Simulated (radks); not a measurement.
Problem. The indium ion In3+ is in [Kr] 4d10. All-electron calculation, Dirac Kohn-Sham, BLYP, spin-unpolarised, spherical densities, finite nucleus; Fermi nuclear charge, rms radius of each element as measured or else 0.836 A^(1/3) + 0.57 fm. Program: a radial shooting solver on a logarithmic mesh with Libxc functionals. Sub-shells are occupied by j as written (lower j first in brackets). One electron is removed from 4d5/2, 4d3/2, 4p1/2, 4p3/2 in turn, with full relaxation. Which removal costs least, and what does each cost?

Solution. 4d5/2 55.859 eV; 4d3/2 56.810 eV; 4p3/2 115.07 eV; 4p1/2 121.94 eV. The 4d5/2 electron leaves first.
